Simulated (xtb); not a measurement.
boron monoxide dimer (B2O2), singlet, from a rough starting geometry; GFN2-xTB in xtb 6.7.1.

The xtb input:
```
$ xtb mol.xyz --gfn 2 --opt vtight --json

# file mol.xyz
4

O     -1.96423789    -0.03317461    -0.27035360
B     -0.76047119    -0.00047904    -0.08483907
B      0.85412342     0.00019663     0.06242070
O      1.97473442    -0.01073666     0.33253251
```

Predict the main parts of the log of this xtb run.


```
   ID    Z sym.   atoms
    1    8 O      1, 4
    2    5 B      2, 3

           -------------------------------------------------
          |                Calculation Setup                |
           -------------------------------------------------

           -------------------------------------------------
          |                 G F N 2 - x T B                 |
           -------------------------------------------------

          ...................................................
          :                      SETUP                      :
          :.................................................:
          :  # basis functions                  16          :
          :  # atomic orbitals                  16          :
          :  # shells                            8          :
          :  # electrons                        18          :
          :  max. iterations                   250          :
          :  Hamiltonian                  GFN2-xTB          :
          :  restarted?                      false          :
          :  GBSA solvation                  false          :
          :  PC potential                    false          :
          :  electronic temp.          300.0000000     K    :
          :  accuracy                    1.0000000          :
          :  -> integral cutoff          0.2500000E+02      :
          :  -> integral neglect         0.1000000E-07      :
          :  -> SCF convergence          0.1000000E-05 Eh   :
          :  -> wf. convergence          0.1000000E-03 e    :
          :  Broyden damping             0.4000000          :
          :  net charge                          0          :
          :  unpaired electrons                  0          :
          ...................................................

 iter      E             dE          RMSdq      gap      omega  full diag
   1    -10.7930724 -0.107931E+02  0.177E+01    4.96       0.0  T
   2    -10.8116772 -0.186048E-01  0.106E+01    5.28       1.0  T
   3    -10.7875061  0.241712E-01  0.278E+00    5.73       1.0  T
   4    -10.8184362 -0.309302E-01  0.554E-01    5.72       1.0  T
   5    -10.8191575 -0.721225E-03  0.314E-01    5.72       1.0  T
   6    -10.8191621 -0.465722E-05  0.611E-02    5.71       1.0  T
   7    -10.8191666 -0.448377E-05  0.303E-02    5.71       1.6  T
   8    -10.8191690 -0.243624E-05  0.216E-02    5.71       2.3  T
   9    -10.8191697 -0.622466E-06  0.165E-02    5.71       3.0  T
  10    -10.8191708 -0.114837E-05  0.103E-04    5.71     484.4  T
  11    -10.8191708  0.204281E-12  0.682E-05    5.71     733.3  T
  12    -10.8191708 -0.165947E-10  0.354E-06    5.71   14127.8  T

   *** convergence criteria satisfied after 12 iterations ***

         :::::::::::::::::::::::::::::::::::::::::::::::::::::
         ::                     SUMMARY                     ::
         :::::::::::::::::::::::::::::::::::::::::::::::::::::
         :: total energy             -10.690346557562 Eh    ::
         :: gradient norm              0.136411381058 Eh/a0 ::
         :: HOMO-LUMO gap              5.706396338350 eV    ::
         ::.................................................::
         :: SCC energy               -10.819170897439 Eh    ::
         :: -> isotropic ES            0.067455475543 Eh    ::
         :: -> anisotropic ES          0.004108702653 Eh    ::
         :: -> anisotropic XC         -0.005662001437 Eh    ::
         :: -> dispersion             -0.001380857667 Eh    ::
         :: repulsion energy           0.128824339877 Eh    ::
         :: add. restraining           0.000000000000 Eh    ::
         :: total charge               0.000000000000 e     ::
         :::::::::::::::::::::::::::::::::::::::::::::::::::::

      -----------------------------------------------------------
     |                   =====================                   |
     |                        A N C O P T                        |
     |                   =====================                   |
     |               Approximate Normal Coordinate               |
     |                Rational Function Optimizer                |
      -----------------------------------------------------------
      -----------------------------------------------------------
     |                   =====================                   |
     |                        A N C O P T                        |
     |                   =====================                   |
     |               Approximate Normal Coordinate               |
     |                Rational Function Optimizer                |
      -----------------------------------------------------------

          ...................................................
          :                      SETUP                      :
          :.................................................:
          :   optimization level         verytight          :
          :   max. optcycles                   200          :
          :   ANC micro-cycles                  20          :
          :   degrees of freedom                 6          :
          :.................................................:
          :   RF solver                   davidson          :
          :   write xtbopt.log                true          :
          :   linear?                        false          :
          :   energy convergence         0.1000000E-06 Eh   :
          :   grad. convergence          0.2000000E-03 Eh/α :
          :   maxmium RF displ.          1.0000000          :
          :   Hlow (freq-cutoff)         0.1000000E-01      :
          :   Hmax (freq-cutoff)         5.0000000          :
          :   S6 in model hess.         20.0000000          :
          ...................................................

generating ANC from exact Hessian ...
Using Lindh-Hessian (1995)
 Shifting diagonal of input Hessian by    9.4236631485309919E-003
 Lowest  eigenvalues of input Hessian
[...]
 * total energy  :   -10.6903466 Eh     change       -0.7105427E-14 Eh
 * total energy  :   -10.6948376 Eh     change       -0.4491068E-02 Eh
 * total energy  :   -10.6948950 Eh     change       -0.5733406E-04 Eh
 * total energy  :   -10.6952563 Eh     change       -0.3613637E-03 Eh
 * total energy  :   -10.6953116 Eh     change       -0.5523475E-04 Eh
 * total energy  :   -10.6953249 Eh     change       -0.1331385E-04 Eh
 * total energy  :   -10.6953327 Eh     change       -0.7862134E-05 Eh
 * total energy  :   -10.6953368 Eh     change       -0.4090196E-05 Eh
 * total energy  :   -10.6953379 Eh     change       -0.1062686E-05 Eh
 * total energy  :   -10.6953379 Eh     change       -0.1729267E-07 Eh
   *** GEOMETRY OPTIMIZATION CONVERGED AFTER 10 ITERATIONS ***
[...]
          :  # electrons                        18          :
          :  max. iterations                   250          :
          :  Hamiltonian                  GFN2-xTB          :
          :  restarted?                      false          :
          :  GBSA solvation                  false          :
          :  PC potential                    false          :
          :  electronic temp.          300.0000000     K    :
          :  accuracy                    1.0000000          :
          :  -> integral cutoff          0.2500000E+02      :
          :  -> integral neglect         0.1000000E-07      :
          :  -> SCF convergence          0.1000000E-05 Eh   :
          :  -> wf. convergence          0.1000000E-03 e    :
          :  Broyden damping             0.4000000          :
          :  net charge                          0          :
          :  unpaired electrons                  0          :
          ...................................................

 iter      E             dE          RMSdq      gap      omega  full diag
   1    -10.8181833 -0.108182E+02  0.191E-05    5.75       0.0  T
   2    -10.8181833 -0.692779E-13  0.100E-05    5.75    4983.8  T
   3    -10.8181833  0.461853E-13  0.769E-06    5.75    6501.9  T

   *** convergence criteria satisfied after 3 iterations ***

         :::::::::::::::::::::::::::::::::::::::::::::::::::::
         ::                     SUMMARY                     ::
         :::::::::::::::::::::::::::::::::::::::::::::::::::::
         :: total energy             -10.695337904461 Eh    ::
         :: gradient norm              0.000208333823 Eh/a0 ::
         :: HOMO-LUMO gap              5.745661640764 eV    ::
         ::.................................................::
         :: SCC energy               -10.818183376339 Eh    ::
         :: -> isotropic ES            0.067479354188 Eh    ::
         :: -> anisotropic ES          0.004139939809 Eh    ::
         :: -> anisotropic XC         -0.005677235398 Eh    ::
         :: -> dispersion             -0.001379477628 Eh    ::
         :: repulsion energy           0.122845471878 Eh    ::
         :: add. restraining           0.000000000000 Eh    ::
         :: total charge               0.000000000000 e     ::
         :::::::::::::::::::::::::::::::::::::::::::::::::::::

           -------------------------------------------------
          |                Property Printout                |
           -------------------------------------------------

    * Orbital Energies and Occupations

         #    Occupation            Energy/Eh            Energy/eV
      -------------------------------------------------------------
         1        2.0000           -0.7020455             -19.1036
         2        2.0000           -0.7004639             -19.0606
         3        2.0000           -0.5554682             -15.1151
         4        2.0000           -0.5330734             -14.5057
         5        2.0000           -0.5300446             -14.4232
         6        2.0000           -0.5300446             -14.4232
         7        2.0000           -0.5187679             -14.1164
         8        2.0000           -0.5187678             -14.1164
         9        2.0000           -0.4686350             -12.7522 (HOMO)
        10                         -0.2574858              -7.0065 (LUMO)
        11                         -0.2574856              -7.0065
        12                         -0.0908363              -2.4718
        13                         -0.0908309              -2.4716
        14                          0.1487658               4.0481
        15                          0.7612990              20.7160
        16                          1.2593267              34.2680
      -------------------------------------------------------------
                  HL-Gap            0.2111492 Eh            5.7457 eV
             Fermi-level           -0.3630604 Eh           -9.8794 eV

     #   Z          covCN         q      C6AA      α(0)
     1   8 O        0.789    -0.317    20.116     6.012
     2   5 B        1.758     0.317    34.880    12.444
     3   5 B        1.758     0.317    34.880    12.444
     4   8 O        0.789    -0.317    20.116     6.012

 Mol. C6AA /au·bohr⁶  :        417.525572
 Mol. C8AA /au·bohr⁸  :      12784.872250
 Mol. α(0) /au        :         36.912205

Wiberg/Mayer (AO) data.
largest (>0.10) Wiberg bond orders for each atom

 ---------------------------------------------------------------------------
     #   Z sym  total        # sym  WBO       # sym  WBO       # sym  WBO
 ---------------------------------------------------------------------------
     1   8 O    2.415 --     2 B    2.373
     2   5 B    3.391 --     1 O    2.373     3 B    1.002
     3   5 B    3.391 --     4 O    2.373     2 B    1.002
     4   8 O    2.415 --     3 B    2.373
 ---------------------------------------------------------------------------

Topologies differ in total number of bonds
Writing topology from bond orders to xtbtopo.mol

molecular dipole:
                 x           y           z       tot (Debye)
 q only:       -0.000       0.004       0.001
   full:       -0.000       0.006       0.002       0.015
molecular quadrupole (traceless):
                xx          xy          yy          xz          yz          zz
 q only:       -7.315      -0.051       3.772      -1.599      -0.007       3.542
  q+dip:       -6.770      -0.045       3.491      -1.480      -0.006       3.279
   full:      -10.530      -0.072       5.431      -2.302      -0.010       5.099

optimized geometry written to: xtbopt.xyz

           -------------------------------------------------
          | TOTAL ENERGY              -10.695337904461 Eh   |
          | GRADIENT NORM               0.000208333823 Eh/α |
          | HOMO-LUMO GAP               5.745661640764 eV   |
           -------------------------------------------------

normal termination of xtb
```
